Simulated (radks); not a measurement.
Question: Method: non-relativistic Kohn-Sham, PBE, spin-unpolarised, spherical densities, point nucleus; computed with a radial shooting solver on a logarithmic mesh with Libxc functionals. Response by self-consistent Sternheimer equations with the Hartree and adiabatic LDA kernel. For heavy and open-shell atoms this level of theory can miss by tens of per cent. Rank Pd, Sn, S+, Nb, Ag+, Se+ (NIST ground configurations) by static dipole polarisability, largest first.

Answer: Nb 108.5, Sn 66.68, Pd 29.69, Se+ 15.11, S+ 11.39, Ag+ 10.21 bohr^3.
